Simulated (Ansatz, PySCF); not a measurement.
Breaking the S1–S2 bond in H2S2 (SMILES SS) (multiplicity 1 held, fragments rigid). Energies count from the point at 2.072 Å.
Geometry at that point (charge 0, multiplicity 1):
```xyz
4

S     -0.91220     0.05376     0.49116
S      0.91216     0.05674    -0.49090
H     -1.53587    -0.88395    -0.24894
H      1.53648    -0.88407     0.24471
```

Restricted levels (R-, RO-) in cc, def2 and unpolarised 6-31G sets keep to the state of the molecule at rest. U- levels take the lowest unrestricted solution at each point, which mixes spins at long bonds. Curves can end on different states.

Correlated levels freeze the cores. Rows in 3-21G, 6-31G* carry no dispersion term and start afresh at each structure (6-31G* with six Cartesian d functions).

Programs: Ansatz (an electronic-structure program) with Gaussian orbitals; PySCF for 3-21G rows, 6-31G* rows. Values without a source in brackets are computed.

Energies in kcal/mol.

| R (Å) | R-HF/3-21G | R-HF/6-31G* | U-wB97X-V/cc-pV(T+d)Z | R-CCSD(T)/cc-pV(T+d)Z |
|---|---|---|---|---|
| 1.658 | 117.2 | 74.2 | 62.5 | 66.9 |
| 1.865 | 31.6 | 12.6 | 9.4 | 11.4 |
| 2.072 | 0.0 | 0.0 | 0.0 | 0.0 |
| 2.279 | -6.4 | 7.7 | 8.6 | 6.3 |
| 2.486 | -0.2 | 22.3 | 23.8 | 18.7 |
| 2.797 | 19.2 | 46.5 | 47.1 | 37.4 |
| 3.108 | 40.8 | 68.8 | 58.0 | 50.6 |
| 3.626 | 71.3 | 98.1 | 64.2 | 59.3 |
| 4.144 | 92.3 | 118.1 | 65.9 | 58.6 |
| 4.765 | 108.1 | 133.4 | 66.6 | 55.3 |
| 5.594 | 119.4 | 144.9 | 66.9 | 52.1 |
| 6.630 | 126.0 | 152.0 | 67.0 | 49.9 |

Doubts at one or more of the structures used: a restricted determinant that unrestricted orbitals would lower (R-HF/3-21G, R-HF/6-31G*, R-CCSD(T)/cc-pV(T+d)Z); a spin-contaminated determinant (U-wB97X-V/cc-pV(T+d)Z); other coupled-cluster roots lie near (R-CCSD(T)/cc-pV(T+d)Z).
